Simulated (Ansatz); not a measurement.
SbCl3. The state is a singlet with charge 0. Geometry PBE0-D4/def2-SVP.

```xyz
4

Sb    0.561    0.523   -0.415
Cl    1.199   -0.480    1.626
Cl   -0.233   -1.421   -1.496
Cl   -1.527    1.378    0.285
```

In the def2 sets Sb takes a core potential; there is no spin–orbit coupling. HSE06 is defined as in plane-wave codes, on full-range PBE exchange.

Task: Estimate the orbital energies around the gap (eV) in Ansatz with PBE-D4/def2-SVP, PBE-D4/def2-TZVP, PBE0-D4/def2-TZVP, PBE0-D4/def2-TZVPD, HSE06-D4/def2-TZVP.

Result: 
```tsv
orbital	PBE-D4/def2-SVP	PBE-D4/def2-TZVP	PBE0-D4/def2-TZVP	PBE0-D4/def2-TZVPD	HSE06-D4/def2-TZVP
HOMO−5	-8.10	-8.37	-9.84	-9.89	-9.43
HOMO−4	-8.10	-8.37	-9.84	-9.89	-9.43
HOMO−3	-7.65	-7.92	-9.34	-9.39	-8.94
HOMO−2	-7.65	-7.92	-9.34	-9.39	-8.94
HOMO−1	-7.51	-7.78	-9.21	-9.26	-8.81
HOMO	-7.23	-7.48	-8.63	-8.67	-8.24
LUMO	-2.55	-2.78	-2.07	-2.16	-2.43
LUMO+1	-2.55	-2.78	-2.07	-2.16	-2.43
LUMO+2	-2.38	-2.61	-1.80	-1.97	-2.17
LUMO+3	4.38	2.07	2.72	0.19	2.37
LUMO+4	5.30	2.15	2.86	1.03	2.50
LUMO+5	5.31	2.15	2.86	1.03	2.50
```
